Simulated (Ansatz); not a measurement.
Nudged elastic band run: CH7NSi2

Input:

```yaml
crystal:
  periodic: [false, false, false]
  atoms:
    - { symbol: C, position_ang: [-0.746223, 2.175393, 0.39924] }
    - { symbol: "N", position_ang: [-1.04714, 0.995202, 0.025832] }
    - { symbol: Si, position_ang: [-0.366256, -0.496411, 0.696844] }
    - { symbol: Si, position_ang: [0.90765, -1.476073, -1.022474] }
    - { symbol: H, position_ang: [-0.030302, 2.425582, 1.226498] }
    - { symbol: H, position_ang: [-1.207593, 3.057276, -0.105068] }
    - { symbol: H, position_ang: [-1.515722, -1.392976, 1.063396] }
    - { symbol: H, position_ang: [0.491786, -0.273373, 1.929049] }
    - { symbol: H, position_ang: [0.050998, -1.731611, -2.232379] }
    - { symbol: H, position_ang: [2.036696, -0.557144, -1.408452] }
    - { symbol: H, position_ang: [1.491505, -2.782865, -0.551986] }
magnetization:
  spin_polarized: true
basis:
  gaussian: { orbitals: def2-SVP }
hamiltonian:
  xc: pbe
  dispersion: d4
neb:
  order_check: false
  images: 7
  f_tol: 0.05
  max_iterations: 60
  final_atoms:
    - { symbol: C, position_ang: [-0.9038466, 1.93472594, 0.57069763] }
    - { symbol: "N", position_ang: [-0.8810699, 0.65233102, 0.30229301] }
    - { symbol: Si, position_ang: [-0.11010913, -0.8250958, 1.14681784] }
    - { symbol: Si, position_ang: [0.92875867, -1.60936362, -0.84073504] }
    - { symbol: H, position_ang: [-0.21475765, 2.32836295, 1.33419698] }
    - { symbol: H, position_ang: [-1.61412491, 2.60916906, 0.06728072] }
    - { symbol: H, position_ang: [-1.54938141, 0.37072481, -0.43188981] }
    - { symbol: H, position_ang: [1.01266107, -0.0354399, 1.82631024] }
    - { symbol: H, position_ang: [-0.14978256, -1.84023124, -1.87833552] }
    - { symbol: H, position_ang: [1.95455237, -0.70194818, -1.48329971] }
    - { symbol: H, position_ang: [1.59249905, -2.94023505, -0.59283634] }
  initial_path:
    images:
      - { positions_ang: [[-0.746223, 2.175393, 0.39924], [-1.04714, 0.995202, 0.025832], [-0.366256, -0.496411, 0.696844], [0.90765, -1.476073, -1.022474], [-0.030302, 2.425582, 1.226498], [-1.207593, 3.057276, -0.105068], [-1.515722, -1.392976, 1.063396], [0.491786, -0.273373, 1.929049], [0.050998, -1.731611, -2.232379], [2.036696, -0.557144, -1.408452], [1.491505, -2.782865, -0.551986]] }
      - { positions_ang: [[-0.81170534, 2.13469455, 0.48288868], [-0.92830966, 1.04681127, -0.00761152], [-0.27559421, -0.44376441, 0.66511789], [0.92352856, -1.5417789, -1.01459771], [-0.30502311, 2.29371607, 1.37069609], [-1.26970228, 3.04958348, 0.00726257], [-1.42424198, -1.03998188, 0.79517779], [0.64158054, -0.17716609, 1.84054679], [0.00889311, -1.83583347, -2.15831207], [2.04319304, -0.70846579, -1.4770781], [1.46278032, -2.83481484, -0.48359041]] }
      - { positions_ang: [[-0.87718767, 2.0939961, 0.56653736], [-0.80947932, 1.09842055, -0.04105504], [-0.18493241, -0.39111781, 0.63339178], [0.93940712, -1.6074848, -1.00672142], [-0.57974421, 2.16185014, 1.51489417], [-1.33181157, 3.04189096, 0.11959314], [-1.33276196, -0.68698776, 0.52695957], [0.79137509, -0.08095917, 1.75204458], [-0.03321179, -1.94005594, -2.08424515], [2.04969009, -0.85978758, -1.54570419], [1.43405564, -2.88676468, -0.41519481]] }
      - { positions_ang: [[-0.94267001, 2.05329765, 0.65018605], [-0.69064898, 1.15002982, -0.07449856], [-0.09427062, -0.33847122, 0.60166568], [0.95528568, -1.67319071, -0.99884513], [-0.85446532, 2.0299842, 1.65909226], [-1.39392085, 3.03419844, 0.2319237], [-1.24128195, -0.33399363, 0.25874136], [0.94116963, 0.01524774, 1.66354237], [-0.07531668, -2.04427841, -2.01017822], [2.05618713, -1.01110937, -1.61433029], [1.40533096, -2.93871452, -0.34679922]] }
      - { positions_ang: [[-1.00815235, 2.0125992, 0.73383473], [-0.57181864, 1.2016391, -0.10794208], [-0.00360882, -0.28582463, 0.56993957], [0.97116424, -1.73889661, -0.99096884], [-1.12918642, 1.89811827, 1.80329035], [-1.45603014, 3.02650592, 0.34425427], [-1.14980193, 0.01900049, -0.00947685], [1.09096418, 0.11145465, 1.57504016], [-0.11742158, -2.14850088, -1.93611129], [2.06268417, -1.16243116, -1.68295638], [1.37660628, -2.99066436, -0.27840362]] }
      - { positions_ang: [[-0.98207591, 1.99313089, 0.69305045], [-0.64913146, 1.06431208, -0.00538331], [-0.0302339, -0.42064242, 0.71415913], [0.96056285, -1.70651336, -0.95341039], [-0.90057923, 2.00567944, 1.68601701], [-1.49555383, 2.9221717, 0.27501088], [-1.2496968, 0.10693157, -0.11508009], [1.0713884, 0.07473101, 1.63785768], [-0.12551182, -2.07143347, -1.92166735], [2.03565122, -1.04731041, -1.63304221], [1.43057947, -2.97805703, -0.3570118]] }
      - { positions_ang: [[-0.95599947, 1.97366257, 0.65226618], [-0.72644427, 0.92698506, 0.09717546], [-0.05685898, -0.55546021, 0.8583787], [0.94996146, -1.67413011, -0.91585194], [-0.67197204, 2.11324061, 1.56874366], [-1.53507752, 2.81783749, 0.2057675], [-1.34959167, 0.19486265, -0.22068333], [1.05181263, 0.03800737, 1.7006752], [-0.13360207, -1.99436606, -1.90722341], [2.00861827, -0.93218967, -1.58312804], [1.48455267, -2.9654497, -0.43561998]] }
      - { positions_ang: [[-0.92992303, 1.95419426, 0.6114819], [-0.80375709, 0.78965804, 0.19973424], [-0.08348405, -0.690278, 1.00259827], [0.93936006, -1.64174686, -0.87829349], [-0.44336484, 2.22080178, 1.45147032], [-1.57460122, 2.71350327, 0.13652411], [-1.44948654, 0.28279373, -0.32628657], [1.03223685, 0.00128374, 1.76349272], [-0.14169231, -1.91729865, -1.89277946], [1.98158532, -0.81706892, -1.53321387], [1.53852586, -2.95284238, -0.51422816]] }
      - { positions_ang: [[-0.9038466, 1.93472594, 0.57069763], [-0.8810699, 0.65233102, 0.30229301], [-0.11010913, -0.8250958, 1.14681784], [0.92875867, -1.60936362, -0.84073504], [-0.21475765, 2.32836295, 1.33419698], [-1.61412491, 2.60916906, 0.06728072], [-1.54938141, 0.37072481, -0.43188981], [1.01266107, -0.0354399, 1.82631024], [-0.14978256, -1.84023124, -1.87833552], [1.95455237, -0.70194818, -1.48329971], [1.59249905, -2.94023505, -0.59283634]] }
```

Launched with:

```bash
$ ansatz run input.yaml --threads 2 --pin off --max-ram 3072MiB --backend cpu --events-out ev --progress --plain --runs-dir out
```

Output, in part (warnings, iteration lines, the closing report on the highest movable image, with atoms numbered from 0):

```
NEB end point (image 0): max|allowed force component| = 3.032e-3 eV/Å (the criterion of neb.relax_end_points is 1.000e-2)
NEB end point (image 8): max|allowed force component| = 1.367e-2 eV/Å (the criterion of neb.relax_end_points is 1.000e-2)
NEB iter   1: max|band force component| = 1.096e1 eV/Å  barrier→ = 4.0917 eV  barrier← = 3.4726 eV  Δτ_max = 0.1984 Å  (373 SCF iters)
NEB iter   2: max|band force component| = 4.007e0 eV/Å  barrier→ = 2.9879 eV  barrier← = 2.3689 eV  Δτ_max = 0.2000 Å  (247 SCF iters)
NEB iter   3: max|band force component| = 1.755e0 eV/Å  barrier→ = 2.4670 eV  barrier← = 1.8479 eV  Δτ_max = 0.2000 Å  (243 SCF iters)
NEB iter   4: max|band force component| = 2.205e0 eV/Å  barrier→ = 2.3798 eV  barrier← = 1.7607 eV  Δτ_max = 0.1006 Å  (238 SCF iters)
NEB iter   5: max|band force component| = 9.180e-1 eV/Å  barrier→ = 2.3561 eV  barrier← = 1.7370 eV  Δτ_max = 0.2000 Å  (227 SCF iters)
NEB iter   6: max|band force component| = 8.742e-1 eV/Å  barrier→ = 2.1639 eV  barrier← = 1.5449 eV  Δτ_max = 0.2000 Å  (227 SCF iters)
NEB iter   7: max|band force component| = 9.355e-1 eV/Å  barrier→ = 1.9639 eV  barrier← = 1.3449 eV  Δτ_max = 0.1005 Å  (232 SCF iters)
NEB iter   8: max|band force component| = 5.568e-1 eV/Å  barrier→ = 1.8385 eV  barrier← = 1.2194 eV  Δτ_max = 0.1003 Å  (224 SCF iters)
NEB iter   9: max|band force component| = 6.677e-1 eV/Å  barrier→ = 1.8188 eV  barrier← = 1.1997 eV  Δτ_max = 0.1969 Å  (227 SCF iters)
NEB iter  10: max|band force component| = 6.263e-1 eV/Å  barrier→ = 2.1512 eV  barrier← = 1.5321 eV  CI = image 5  Δτ_max = 0.1164 Å  (235 SCF iters)
NEB iter  11: max|band force component| = 6.735e-1 eV/Å  barrier→ = 2.1508 eV  barrier← = 1.5318 eV  CI = image 5  Δτ_max = 0.0580 Å  (231 SCF iters)
NEB iter  12: max|band force component| = 3.207e-1 eV/Å  barrier→ = 2.1529 eV  barrier← = 1.5339 eV  CI = image 5  Δτ_max = 0.0995 Å  (235 SCF iters)
NEB iter  13: max|band force component| = 4.137e-1 eV/Å  barrier→ = 2.1505 eV  barrier← = 1.5315 eV  CI = image 5  Δτ_max = 0.0496 Å  (229 SCF iters)
NEB iter  14: max|band force component| = 2.203e-1 eV/Å  barrier→ = 2.1500 eV  barrier← = 1.5310 eV  CI = image 5  Δτ_max = 0.0498 Å  (235 SCF iters)
NEB iter  15: max|band force component| = 3.171e-2 eV/Å  barrier→ = 2.1497 eV  barrier← = 1.5306 eV  CI = image 5  Δτ_max = 0.0000 Å  (504 SCF iters)
Total energy: -18375.02604460 eV, -675.2697520989 hartree
Atom 0 at    -0.947044     2.126008     0.508715 Å, force    -0.003195    -0.017221    -0.008702 eV/Å
Atom 1 at    -0.699567     0.893487     0.200795 Å, force     0.017664    -0.002555     0.005388 eV/Å
Atom 2 at    -0.003623    -0.603877     0.886019 Å, force    -0.020178     0.017795    -0.013622 eV/Å
Atom 3 at     0.952293    -1.625145    -0.997102 Å, force     0.000710     0.002110     0.009461 eV/Å
Atom 4 at    -0.418557     2.648030     1.335671 Å, force     0.000045    -0.004827     0.001118 eV/Å
Atom 5 at    -1.712611     2.699681    -0.049837 Å, force    -0.004848    -0.002070     0.003098 eV/Å
Atom 6 at    -1.539070    -0.164226     0.333953 Å, force     0.003745     0.008296     0.002893 eV/Å
Atom 7 at     0.973534    -0.427128     2.046816 Å, force     0.005374     0.000086     0.002666 eV/Å
Atom 8 at    -0.093063    -1.738326    -2.073370 Å, force    -0.002859     0.003980     0.003004 eV/Å
Atom 9 at     2.129895    -0.858082    -1.544186 Å, force     0.001975    -0.002680    -0.000416 eV/Å
Atom 10 at     1.423212    -3.007423    -0.626974 Å, force     0.001569    -0.002914    -0.004887 eV/Å
Dipole moment:    -0.076526     0.205113     0.111955 e Å
```

The forces met the threshold. A vibrational analysis at the climbing image gives one clearly imaginary mode, 1375i cm⁻¹: a first-order saddle point. The orbitals stay closed-shell, which can raise the energy where a bond breaks towards radicals; this wasn't checked here.

Final band (atoms are numbered from 1 in the order of the input):

```
image  path coordinate (Å)  energy (kJ/mol)  Si3–H7 (Å)  N2–H7 (Å)
    0                 0.00              0.0        1.50       2.65
    1                 0.49              1.1        1.50       2.62
    2                 0.98              7.8        1.50       2.52
    3                 1.46             36.8        1.50       2.26
    4                 1.95            122.7        1.54       1.84
    5                 2.44            207.4        1.69       1.36
    6                 2.95            124.7        2.03       1.06
    7                 3.46             67.0        2.33       1.03
    8                 3.96             59.7        2.45       1.03
```

Run time: 4.1 min on 2 threads of Arm Neoverse V2, with other jobs on the host, peak memory 0.16 GiB.
